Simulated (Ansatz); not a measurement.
Reaction (atomization): `[CH3][GeH2][CH2]N` → 2 C• + Ge• + 9 H• + N•

Program: Ansatz. Geometries: PBE0-D4/def2-TZVP. ΔE: electronic, gas phase. CCSD(T)/CBS adds triple-zeta CCSD(T) − MP2 to the extrapolated MP2 energy (def2 sets, frozen cores). This one scheme is used for every species, atoms too. Functionals use def2-TZVPP. B3LYP here is the variant with VWN-RPA as its local correlation; programs differ in this. No spin–orbit coupling; open shells (•) take unrestricted orbitals. Spin–orbit coupling would lower the free atoms: a little for C; clearly for Ge. Bonds to Ge are less sure, by a few kJ/mol each and by 10 to 20 or more in all where they break to atoms, as the def2 sets lack core-valence functions. Scalar relativity is left out up to krypton. Each species was taken in one conformer, which may not be the lowest.

| level | ΔE (eV) | difference from CCSD(T)/CBS |
| --- | --- | --- |
| PBE-D4 | 46.50 | 0.39 |
| r2SCAN-D4 | 45.93 | -0.18 |
| PBE0-D4 | 45.96 | -0.15 |
| B3LYP-D4 | 46.03 | -0.08 |
| ωB97X-V | 46.20 | 0.09 |
| ωB97M-V | 46.03 | -0.08 |
| B2PLYP | 45.52 | -0.59 |
| PBE | 46.28 | 0.17 |
| r2SCAN | 45.87 | -0.24 |
| PBE0 | 45.77 | -0.34 |
| B3LYP | 45.67 | -0.44 |
| HF/def2-TZVPP | 33.41 | -12.70 |
| MP2/def2-TZVPP | 45.15 | -0.96 |
| SCS-MP2/def2-TZVPP | 45.34 | -0.77 |
| CCSD/def2-TZVPP | 44.54 | -1.57 |
| CCSD(T)/def2-TZVPP | 45.09 | -1.02 |
| HF/def2-QZVPP | 33.44 | -12.67 |
| MP2/def2-QZVPP | 45.75 | -0.36 |
| SCS-MP2/def2-QZVPP | 46.05 | -0.06 |
| HF/CBS(def2) | 33.45 | -12.66 |
| MP2/CBS(def2) | 46.17 | 0.06 |
| CCSD/CBS(def2) | 45.57 | -0.54 |
| CCSD(T)/CBS | 46.11 | 0 |

Largest T1 diagnostic among the species: 0.010.

From PBE to PBE0 (25 % exact exchange), in def2-TZVPP and without D4, ΔE moves by −0.51 eV: exact exchange takes away binding that semilocal exchange gives to molecules. The D4 term adds +0.36 eV with B3LYP and +0.19 eV with PBE0; it sums over pairs of atoms, weighted by their polarisabilities, and B3LYP, whose exchange is more repulsive, gets the larger term. In def2-TZVPP, CCSD(T) changes the Hartree–Fock value by +11.67 eV (the triples alone add +0.54 eV) and MP2 by +11.74 eV; breaking electron pairs costs correlation energy, which Hartree–Fock lacks.

For atomizations the MP2-based limit and the directly extrapolated one differ by several kJ/mol either way, and by 10 to 25 for some Ge, Se and Sn compounds, so smaller differences from it don't rank the levels.
